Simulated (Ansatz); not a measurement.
C2H5ISi (`[SiH3]/C=C/I`), relaxed with RKS PBE-D4/def2-SVP in the Gaussian-basis code of Ansatz from a rough embedded geometry. The force threshold is 0.03 eV/Å; the program also tests the step.

Charge 0, multiplicity 1. I takes the def2 core potential.

Start:

```xyz
9

Si   -0.858    0.442    0.922
C    -0.139   -0.256   -0.534
C     1.147   -0.354   -0.757
I     1.988   -1.122   -2.524
H     0.170    0.900    1.912
H    -1.734    1.604    0.646
H    -1.696   -0.584    1.638
H    -0.826   -0.577   -1.259
H     1.948   -0.053   -0.043
```

```tsv
step	energy (eV)	largest force (eV/Å)	largest move (Å)
1	-18121.4449	2.101	0.000
2	-18121.6630	0.905	0.061
3	-18121.7002	0.281	0.054
4	-18121.7071	0.130	0.090
5	-18121.7113	0.040	0.064
6	-18121.7120	0.042	0.046
7	-18121.7120	0.015	0.018
```

End:

```xyz
9

Si   -0.885    0.453    0.997
C    -0.166   -0.270   -0.584
C     1.162   -0.352   -0.774
I     2.075   -1.130   -2.518
H     0.245    0.870    1.899
H    -1.748    1.648    0.687
H    -1.741   -0.566    1.701
H    -0.853   -0.634   -1.369
H     1.913   -0.019   -0.039
```

Hardware: 4 threads of an Intel Xeon 6975P-C on a shared host. Wall time 4.9 s, peak host memory 0.15 GiB.
